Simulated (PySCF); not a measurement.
Mo(S)2(OH)(SH) (H₂MoOS₃), SMILES [OH][Mo](=[S])(=[S])[SH], multiplicity 1.

Geometry: B3LYP-D3(BJ)/def2-SVP. The multiplicity is an assumed one; no other spin state was optimised. The structure was generated by enumeration; whether it is a known compound was not checked. The def2 effective core potentials stand for the cores of Mo; spin–orbit coupling is left out. Other conformers were not sampled.

Calculation: ωB97X/def2-TZVP run with PySCF.

The total energy is -1339.38498 hartree and the highest occupied level comes out as -9.66 eV. The lowest empty level comes out as -1.63 eV. The orbital gap comes out as 8.03 eV and the dipole moment comes out as 2.02 D. The quadrupole, principal values (traceless, Buckingham form, about the centre of nuclear charge) is -7.29, -1.41, 8.70 D·Å, the mean static polarisability is 105.9 bohr³ (15.69 Å³) and the polarisability, principal values comes out as 82.2, 110.2, 125.2 bohr³.
